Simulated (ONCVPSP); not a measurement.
**Varying the ONCV potential for Cu (Z = 29)**

Base potential:

```json
{
 "Element": "Cu",
 "Generator": "ONCVPSP 4.0.1",
 "Type": "optimised norm-conserving Vanderbilt (ONCV)",
 "Functional": "Wu-Cohen",
 "Relativity": "non-relativistic",
 "Frozen core": "[Ne]",
 "Valence charge": "19",
 "Reference configuration": "3s2 3p6 3d10 4s0.5 4p0.5",
 "Partial waves": "3s+4s: rc 1.30 bohr, ncon 4, nbas 8, qcut 9.3 1/bohr, 2 projectors; 3p+4p: rc 1.05 bohr, ncon 4, nbas 7, qcut 11.5 1/bohr, 2 projectors; 3d: rc 1.40 bohr, ncon 4, nbas 8, qcut 9.4 1/bohr, 2 projectors, debl 3.5 Ha",
 "Local potential": "polynomial inside 0.85 bohr (lpopt 3, dvloc0 2 Ha)",
 "Core correction": "Teter function, fcfact 3.5, rcfact 1.35"
}
```

Cutoffs, loose and tight: the cutoffs (Ha) at which the residual kinetic energy of the hardest occupied pseudo-wave falls to 1 and 0.1 mHa per electron. They do not see the model core or the augmentation charge, which bear on the density cutoff. Test errors are all-electron minus pseudo excitation energies from the reference, over the configurations 3s2 3p6 3d10 4s1 4p0; 3s2 3p6 3d10 4s0 4p0; 3s2 3p6 3d9 4s0 4p0; 3s2 3p5 3d10 4s1 4p0. A dash means not determined; rows that change the core or the reference have their own tests. The largest error is taken over the tests solved by every variant that gives reliable tests at all: 3s2 3p5 3d10 4s1 4p0; 3s2 3p6 3d10 4s0 4p0; 3s2 3p6 3d10 4s1 4p0.

| change | outcome | cutoff, loose | cutoff, tight | bound ghosts | GHOST(+) flags above zero | largest test error (meV) |
| --- | --- | --- | --- | --- | --- | --- |
| base | generated | 46 Ha | 108 Ha | none | none | -182 |
| local potential polynomial inside 0.85 bohr (lpopt 3, dvloc0 10 Ha) | generated | 46 Ha | 108 Ha | none | none | -182 |
| core correction Teter function, fcfact 4.75, rcfact 1.6 | generated | 46 Ha | 108 Ha | none | none | -186 |
| all radii but the core radius scaled by about 0.87 (s 1.12, p 0.92, d 1.22 bohr); local potential polynomial inside 0.74 bohr (lpopt 3, dvloc0 2 Ha) | generated | 136 Ha | 167 Ha | none | none | -96 |
| s: nproj 4 | generated | 46 Ha | 108 Ha | none | s | -182 |
| s: rc 1.26 | generated | 46 Ha | 108 Ha | none | none | -183 |
